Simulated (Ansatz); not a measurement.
Cost and result for the atomization energy of AlF6P, SMILES `[F][Al-]([F])([F])[P+](F)(F)F` (8 atoms, 7 bonds).

Charge 0, multiplicity 1. All single points use the PBE0-D4/def2-TZVP geometry. It is one conformer, not always the lowest. Program: Ansatz. All runs use 4 threads of an AMD EPYC 9R45 on a shared host. Times are those of one run each, without the atoms' runs, and a repeat can differ threefold. Electronic energies, without spin–orbit coupling; frozen cores. CCSD(T)/CBS adds CCSD(T) − MP2 in def2-TZVPP to the MP2 limit, and its time is that of the two runs behind it. T1 = 0.013. B3LYP takes the VWN-RPA correlation (the form of Gaussian; ORCA's B3LYP/G). HSE06 is the plane-wave form, built on full-range PBE exchange.

CCSD(T)/CBS is a level of theory with its own doubt, some kJ/mol a heavy atom from the limit and from the frozen cores, so smaller differences don't rank the functionals.

| level | functions | wall time | atomization (kcal/mol) | difference from CCSD(T)/CBS | per bond |
| --- | --- | --- | --- | --- | --- |
| LDA (SPW92)/def2-TZVPP | 270 | 0.6 s | 939.3 | 134.5 | 19.2 |
| PBE0-D4/def2-TZVPP | 270 | 1.5 s | 782.0 | -22.8 | -3.3 |
| BHLYP-D4/def2-TZVPP | 270 | 1.5 s | 748.0 | -56.8 | -8.1 |
| CAM-B3LYP-D4/def2-TZVPP | 270 | 1.6 s | 802.3 | -2.5 | -0.4 |
| HSE06-D4/def2-TZVPP | 270 | 1.7 s | 782.5 | -22.3 | -3.2 |
| r2SCANh-D4/def2-TZVPP | 270 | 2.1 s | 788.0 | -16.8 | -2.4 |
| B3LYP-D4/def2-TZVPP (with forces) | 270 | 2.2 s | 787.8 | -17.0 | -2.4 |
| B2PLYP/def2-TZVPP | 270 | 2.6 s | 788.5 | -16.3 | -2.3 |
| B97M-V/def2-TZVPP | 270 | 2.8 s | 798.2 | -6.6 | -0.9 |
| CCSD(T)/def2-SVP | 120 | 5.5 s | 712.2 | -92.6 | -13.2 |
| MP2/def2-QZVPP | 482 | 8.5 s | 840.7 | 35.9 | 5.1 |
| CCSD(T)/def2-TZVPP | 270 | 2.7 min | 773.1 | -31.7 | -4.5 |
| CCSD(T)/CBS(def2) | – | 2.8 min | 804.8 | 0.0 | 0.0 |

From PBE to PBE0 (25 % exact exchange), in def2-TZVPP and without D4, the atomization energy moves by −32.3 kcal/mol: exact exchange takes away binding that semilocal exchange gives to molecules. At CCSD(T), def2-SVP lies −92.6 kcal/mol from the extrapolated value and def2-TZVPP −31.7 kcal/mol: correlation converges slowly with the basis, and small sets miss more of it in the bonded molecule than in its fragments. In def2-TZVPP, CCSD(T) changes the Hartree–Fock value by +209.2 kcal/mol (the triples alone add +15.8 kcal/mol) and MP2 by +256.8 kcal/mol; breaking electron pairs costs correlation energy, which Hartree–Fock lacks.
